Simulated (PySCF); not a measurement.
## Assignment exercise: C5H12O2Si2

Geometry:
```
atom   x (Å)   y (Å)   z (Å)
  C1  -2.632   1.195  -0.834
  C2  -1.811   0.411  -0.145
  C3  -1.757   0.451   1.350
 Si4  -0.698  -0.816  -1.024
  C5   0.340  -2.035  -0.041
  C6   1.179  -0.954  -0.756
 Si7   2.300   0.172   0.242
  O8   2.972   1.343  -0.687
  O9   1.452   0.990   1.363
 H10  -3.293   1.899  -0.352
 H11  -2.679   1.168  -1.911
 H12  -2.091  -0.501   1.759
 H13  -0.733   0.611   1.681
 H14  -2.390   1.243   1.746
 H15  -1.166  -1.233  -2.345
 H16   0.493  -3.050  -0.380
 H17   0.345  -1.972   1.037
 H18   1.693  -1.354  -1.627
 H19   3.365  -0.570   0.922
 H20   3.447   1.103  -1.475
 H21   1.657   1.915   1.477
```

- NMR shieldings at PBE0/pcSseg-1/GIAO
- geometry from GFN2-xTB
- program: PySCF
- one averaged value for each set of equivalent atoms, one conformer, relativity neglected, in vacuum

Scale: ¹³C and ¹H against TMS (reference shieldings calculated alike).

Q: Assign these signals to the numbered atoms. ¹³C{¹H} NMR (computed): δ 149.9, 138.7, 26.5, 4.2, -4.0.

A: 
| δ (ppm) | atoms | environment | reason |
| --- | --- | --- | --- |
| 149.9 | C2 | fully substituted alkene carbon | an sp2 carbon of a C=C bond |
| 138.7 | C1 | terminal =CH2 carbon | the olefinic region |
| 26.5 | C3 | allylic methyl carbon | saturated and bonded to C and H only |
| 4.2 | C6 | three-membered-ring carbon | carbons of three-membered rings are unusually shielded |
| -4.0 | C5 | three-membered-ring carbon | – |

Q: Assign these signals to the numbered atoms. ¹H NMR (400 MHz, computed): δ 6.32 (br s, 1H), 5.94 (br s, 1H), 5.55 (d, 1H), 3.61 (m, 1H), 2.28 (s, 3H), 1.55 (br s, 1H), 1.25 (br s, 1H), 0.77 (m, 1H), 0.76 (m, 1H), -0.40 (m, 1H).

A: 
6.32 → H10, hydrogen on a terminal =CH2 carbon: attached to an sp2 carbon and in the plane of the double bond
5.94 → H11, hydrogen on a terminal =CH2 carbon
5.55 → H19, hydrogen on a silicon bonded to C, 2 O
3.61 → H15, hydrogen on a silicon bonded to 3 C, in a 3-membered ring
2.28 → H12/H13/H14, hydrogen on an allylic methyl carbon: allylic position
1.55 → H21, hydrogen on an oxygen bonded to Si: exchangeable, gas-phase position
1.25 → H20, hydrogen on an oxygen bonded to Si
0.77 → H16, hydrogen on a three-membered-ring carbon: cyclopropane-type protons are shielded by the ring
0.76 → H17, hydrogen on a three-membered-ring carbon
-0.40 → H18, hydrogen on a three-membered-ring carbon

H16 and H17 lie closer than the usual error of such a calculation, so a measured spectrum could show them in the other order.

OH/NH shifts are gas-phase values; hydrogen bonding in solution moves them, usually downfield. Shifts are as computed. Against solution values, carbons near 30 ppm lie about +3 ppm off and those near 130 ppm about +5 ppm. Of 1309 compounds with measured shifts, 239 miss one by over three times the rms of a fit or turn the order of signals round; such compounds aren't used in these exercises. No couplings were computed; multiplicities are counted from neighbouring protons, with m where these are inequivalent, close in shift, in a saturated or five-membered ring or joined by F or P, and br s for small geminal =CH2 splittings.
